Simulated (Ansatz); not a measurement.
SnH(NHtBu)3 (C12H31N3Sn). The state is a singlet with charge 0. Geometry PBE-D4/def2-SVP; atoms count from 1.

```
atom   x (Å)   y (Å)   z (Å)
 Sn1   0.463  -0.050   0.224
  H2   2.000  -0.207   0.980
  N3  -0.307   1.851   0.568
  C4  -0.737   2.314   1.902
  C5   0.386   2.024   2.911
  C6  -0.963   3.836   1.806
  C7  -2.036   1.622   2.370
  H8  -1.041   2.049  -0.127
  H9   0.136   2.436   3.908
 H10   0.539   0.931   3.037
 H11   1.342   2.473   2.573
 H12  -0.034   4.343   1.478
 H13  -1.278   4.261   2.781
 H14  -1.757   4.068   1.065
 H15  -1.880   0.527   2.456
 H16  -2.856   1.802   1.643
 H17  -2.375   2.002   3.357
 N18  -0.857  -1.461   0.994
 C19  -0.708  -2.912   0.763
 C20   0.730  -3.322   1.116
 C21  -1.694  -3.627   1.707
 C22  -1.008  -3.305  -0.701
 H23  -1.822  -1.168   0.786
 H24   0.858  -4.420   1.038
 H25   1.462  -2.858   0.421
 H26   0.985  -3.010   2.149
 H27  -1.483  -3.358   2.761
 H28  -1.629  -4.730   1.600
 H29  -2.739  -3.328   1.482
 H30  -0.294  -2.805  -1.388
 H31  -2.038  -2.997  -0.982
 H32  -0.931  -4.401  -0.859
 N33   0.648  -0.342  -1.827
 C34   1.350   0.607  -2.714
 C35   2.727   0.922  -2.109
 C36   1.532  -0.090  -4.076
 C37   0.561   1.922  -2.901
 H38  -0.275  -0.577  -2.220
 H39   3.319   1.564  -2.790
 H40   2.627   1.469  -1.147
 H41   3.296  -0.011  -1.921
 H42   2.103  -1.031  -3.953
 H43   2.067   0.562  -4.796
 H44   0.547  -0.345  -4.520
 H45   0.441   2.441  -1.928
 H46  -0.448   1.715  -3.315
 H47   1.074   2.615  -3.601
```

In the def2 sets Sn takes a core potential; there is no spin–orbit coupling. Single mean-field runs in def2-TZVP are fitted with def2-universal-jkfit.

Q: Estimate the Mulliken populations of the heavy atoms from the PBE0/def2-TZVP orbitals of Ansatz.

A: 
```csv
atom,charge (e)
Sn1,0.82
N3,-0.58
C4,0.14
C5,-0.39
C6,-0.35
C7,-0.40
N18,-0.58
C19,0.14
C20,-0.39
C21,-0.35
C22,-0.40
N33,-0.58
C34,0.14
C35,-0.39
C36,-0.35
C37,-0.40
```
Mulliken values depend strongly on the basis.

Q: And the Mayer bond orders between heavy atoms (over 0.3)?

A: Sn1–N3 0.87 (2.08 Å); Sn1–N18 0.87 (2.08 Å); Sn1–N33 0.88 (2.08 Å); N3–C4 0.95 (1.48 Å); C4–C5 0.98 (1.54 Å); C4–C6 0.96 (1.54 Å); C4–C7 0.99 (1.54 Å); N18–C19 0.95 (1.48 Å); C19–C20 0.98 (1.54 Å); C19–C21 0.96 (1.54 Å); C19–C22 0.99 (1.55 Å); N33–C34 0.95 (1.48 Å); C34–C35 0.98 (1.54 Å); C34–C36 0.96 (1.54 Å); C34–C37 0.99 (1.55 Å).
